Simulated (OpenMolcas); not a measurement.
**Ga II: CASPT2 settings compared**

```json
{
 "Program": "OpenMolcas 26.06",
 "Basis": "ANO-RCC-VDZ [5s4p1d]",
 "Scalar Hamiltonian": "DKH2, point nucleus",
 "Active space": "2 electrons in 4 orbitals (4s 4p)",
 "State averaging": "2S+1 = 1 even, 1 root; 2S+1 = 1 odd, 3 roots; 2S+1 = 3 odd, 3 roots kept (CI in the orbitals of an earlier block)",
 "Spin-orbit coupling": "state interaction with AMFI integrals over the reference wave functions, term energies averaged over their components"
}
```

Methods on the same reference wave functions:
A. CASSCF
B. SS-CASPT2, IPEA 0.4 Eh, real shift 0.1 Eh (closed shells correlated: 3d)
C. SS-CASPT2, IPEA 0 Eh, imaginary shift 0.1 Eh (closed shells correlated: 3s 3p 3d)
D. XMS-CASPT2, IPEA 0.75 Eh, no level shift (closed shells correlated: 3s 3p 3d)

Energies in cm-1 above 4s2 1S0, the measured ground level; measured values from NIST Handbook of Basic Atomic Spectroscopic Data.

| Level | A | B | C | D | Measured |
| --- | --- | --- | --- | --- | --- |
| 4s2 1S0 | 0.0 | 0.0 | 0.0 | 0.0 | 0.0 |
| 4s 4p 3P* 0 | 48979 | 47120 | 46450 | 46660 | 47368 |
| 4s 4p 3P* 1 | 49189 | 47330 | 46660 | 46860 | 47814 |
| 4s 4p 3P* 2 | 49617 | 47760 | 47090 | 47290 | 48750 |
| 4s 4p 1P* 1 | 75984 | 76060 | 75910 | 75930 | 70701 |

Deviations, from unrounded energies. A percentage is the sum of absolute deviations over the sum of measured energies, with the sign that they share, or ± where signs differ.

```tsv
Against measurement	Levels	A	B	C	D
mean absolute deviation (cm-1)	4	2300	1800	2200	2100
other configurations (%)	4	+4.3	±3.3	±4.2	±3.9
```

B lies closest to measurement on these levels and A furthest from it. The largest miss of B in the table is 4s 4p 1P* 1, by +5400 cm-1. The ranking rests on the paired levels alone, and a cruder setting can come out closer through cancelling errors.

Among B to D the level of the table that moves most is 4s 4p 3P* 2, by 680 cm-1 (lowest in C, highest in B). Moves below CASPT2's spread within the term are not significant.

The lowest spin-free term lies below A's lowest term by 0.009 hartree in B, 0.014 hartree in C, 0.014 hartree in D.

CASPT2 breaks the degeneracy within a term, and the mean is taken; among the terms shown or strongly mixed into the levels shown the widest spread is 19 cm-1 (4s 4p 1P*, D). Terms from blocks run as CI alone lack orbitals of their own. Without dynamic correlation excited terms often stand tens of per cent too high (terms of higher spin than the ground term too low), and those without a measured partner can miss by more than the paired ones (holds for A). Measured partners are found by configuration, term and J. A level has none where our copy of the source lacks it or the pairing is in doubt (some pairs that miss far off the trend of their configuration count as doubtful), and it then counts in no deviation. Levels of configurations outside the active space are missing.

* marks odd parity.
